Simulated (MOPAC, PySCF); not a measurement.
CH7GaN2, SMILES `[CH3][Ga]([NH2])[NH2]`, neutral singlet in the gas phase. 

Z-matrix (Å, degrees):
```
Ga
N 1 1.8330
H 2 1.0062 1 122.68
H 2 1.0066 3 111.49 1 -164.28
N 1 1.8332 2 115.55 3 -170.17
H 5 1.0062 1 122.75 2 -169.71
H 5 1.0066 6 111.48 1 -164.21
C 1 1.9686 2 122.26 3 9.45
H 8 1.0898 1 110.99 2 14.16
H 8 1.0904 9 108.59 1 -122.02
H 8 1.0911 9 108.28 10 -116.90
```
Charge 0, spin multiplicity 1.

All levels are single points at this geometry (B3LYP-D3(BJ)/def2-TZVP); Pople sets use spherical d functions. Orbital energies aren't observables, and empty levels follow the basis.

AM1 in MOPAC gives dipole (D) = 1.12.

Task: Estimate the dipole (D) from each of these levels: B3LYP-D3(BJ)/def2-TZVP in PySCF; PBE-D3(BJ)/def2-TZVP in PySCF; B3LYP/3-21G in PySCF; B3LYP/6-311+G** (LANL2DZ on Ga) in PySCF; B3LYP/6-31G* in PySCF; B3LYP/LANL2DZ in PySCF; BP86/6-31G* in PySCF; M06-2X/6-31G* in PySCF; SVWN5/6-31G* in PySCF; HF/STO-3G in PySCF; PM3 in MOPAC; PM6 in MOPAC.

Result: 
```
level                                     dipole (D)
----------------------------------------  ----------
B3LYP-D3(BJ)/def2-TZVP in PySCF                 0.16
PBE-D3(BJ)/def2-TZVP in PySCF                   0.23
B3LYP/3-21G in PySCF                            0.58
B3LYP/6-311+G** (LANL2DZ on Ga) in PySCF        0.06
B3LYP/6-31G* in PySCF                           0.23
B3LYP/LANL2DZ in PySCF                          0.17
BP86/6-31G* in PySCF                            0.31
M06-2X/6-31G* in PySCF                          0.27
SVWN5/6-31G* in PySCF                           0.34
HF/STO-3G in PySCF                              0.44
PM3 in MOPAC                                    0.22
PM6 in MOPAC                                    0.05
```
